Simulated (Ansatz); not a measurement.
`[SH][GaH][SH]` + `[CH3][Al]([OH])[OH]` → `[CH3][GaH][SH]` + `[OH][Al]([OH])[SH]`  (redistribution)

Isolated molecules relaxed with PBE0-D4/def2-TZVP in Ansatz; ΔE leaves out vibrations. CBS: MP2 limit from def2 TZ/QZ plus the TZ coupled-cluster correction, frozen cores. This one scheme is used for every species. Functionals use def2-TZVPP. For Ga outer-core shells are correlated without core-valence functions, which leaves a few kJ/mol of doubt a bond. Scalar relativity is left out up to krypton. One conformer a species, not always the lowest.

```json
{"level": "PBE-D4", "ΔE (kJ/mol)": "-0.5"}
{"level": "r2SCAN", "ΔE (kJ/mol)": "-3.1"}
{"level": "BHLYP", "ΔE (kJ/mol)": "-3.1"}
{"level": "RPA@PBE/def2-TZVPP", "ΔE (kJ/mol)": "-6.0"}
{"level": "HF/def2-SVP", "ΔE (kJ/mol)": "-2.8"}
{"level": "MP2/def2-SVP", "ΔE (kJ/mol)": "-0.8"}
{"level": "MP2/def2-TZVPP", "ΔE (kJ/mol)": "-7.0"}
{"level": "CCSD/def2-TZVPP", "ΔE (kJ/mol)": "-6.6"}
```

Problem. What does CCSD(T)/CBS give? (Best estimate.)

Solution. Computed: -6.9 kJ/mol. The listed levels differ from it by 6.4, 3.8, 3.8, 0.9, 4.1, 6.1, -0.1, 0.3 kJ/mol.

Largest T1 diagnostic among the species: 0.013.

At CCSD(T), def2-SVP lies +7.8 kJ/mol from the extrapolated value and def2-TZVPP +1.1 kJ/mol. Leaving LDA and LC-ωPBE aside and taking each functional with its dispersion term where it has one, the values, not all of them listed here, spread over 5.8 kJ/mol, from PBE-QIDH to BLYP-D4.
